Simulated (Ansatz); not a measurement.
A nudged elastic band was laid between two geometries of CH6AlNS + H2 (12 atoms, charge 0, multiplicity 1).

All numbers below come from RKS BLYP/def2-SVP in Ansatz 0.2.0.

* movable images: 5
* climbing image: yes
* spring: 5.0 eV/Å²
* optimiser: quadratic models (default)
* start path: through a guess of the saddle point
* force threshold: 0.03 eV/Å
* iteration limit: 60
* end points: relaxed

First end point:

```xyz
12
Properties=species:S:1:pos:R:3
Al 0.217 0.288 -0.618
S 1.989 0.833 0.626
C -0.466 -1.554 -0.750
N -0.545 1.651 -1.488
H 0.218 0.512 3.234
H -0.219 0.340 3.841
H 2.214 -0.452 1.024
H -1.359 -1.622 -1.405
H -0.750 -1.949 0.249
H 0.304 -2.242 -1.160
H -0.232 2.626 -1.468
H -1.372 1.570 -2.085
```

Last end point:

```xyz
12
Properties=species:S:1:pos:R:3
Al -0.639 0.220 0.121
S 2.141 0.181 1.084
C -0.514 -1.593 -0.668
N -0.704 1.653 -0.971
H 1.995 1.324 1.814
H -1.163 0.487 1.612
H 1.850 -0.603 2.163
H -1.526 -1.963 -0.946
H -0.088 -2.340 0.035
H 0.101 -1.620 -1.593
H -0.955 2.601 -0.676
H -0.499 1.654 -1.974
```

Q: What changes between the two ends?

A: Bonds broken: H5–H6. Bonds formed: Al1–H6, S2–H5. CH6AlNS + H2 becomes CH6AlN + H2S.

Q: What energy profile does the band end with?

A: It converged. The highest image is number 4 of 0 to 6, 1.15 eV above the first end and 0.49 eV above the last; the last end lies 0.66 eV above the first. A vibrational analysis at the climbing image gives one clearly imaginary mode, 815i cm⁻¹: a first-order saddle point. The orbitals stay closed-shell, which can raise the energy where a bond breaks towards radicals; this wasn't checked here.

```csv
image,path coordinate (Å),energy (eV),H5–H6 (Å),Al1–H6 (Å),S2–H5 (Å)
0,0.00,0.00,0.77,4.48,3.17
1,1.13,0.00,0.77,3.89,3.17
2,2.26,0.04,0.77,3.19,3.04
3,3.38,0.29,0.78,2.41,2.56
4,4.51,1.15,1.14,1.73,1.64
5,5.72,0.70,2.51,1.61,1.36
6,6.94,0.66,3.27,1.60,1.36
```

Q: What is the geometry of the highest image?

A: 
```xyz
12
Properties=species:S:1:pos:R:3:forces:R:3
Al -0.188 0.283 0.004 -0.01 -0.01 -0.01
S 2.089 0.561 1.056 0.00 0.01 -0.01
C -0.452 -1.605 -0.484 0.02 0.02 0.00
N -0.681 1.696 -0.992 -0.01 0.02 -0.02
H 0.581 0.718 1.688 0.00 -0.02 0.01
H -0.555 0.672 1.651 0.00 0.01 -0.01
H 2.167 -0.734 1.481 0.00 0.00 0.01
H -1.524 -1.817 -0.679 0.00 0.00 0.00
H -0.111 -2.301 0.311 -0.01 0.00 -0.01
H 0.111 -1.862 -1.408 -0.01 0.00 0.01
H -0.905 2.623 -0.622 0.00 -0.01 0.00
H -0.533 1.764 -2.004 0.00 -0.01 0.02
```

Q: What are the harmonic wavenumbers there?

A: 815i, 92, 122, 145, 186, 219, 266, 303, 374, 496, 546, 584, 666, 681, 721, 809, 997, 1184, 1215, 1315, 1393, 1395, 1485, 1602, 2570, 2940, 3018, 3029, 3460, 3540 cm⁻¹.

Time of the run: 2.8 min on 2 threads of Arm Neoverse V2, with other jobs on the host, peak memory 0.29 GiB.
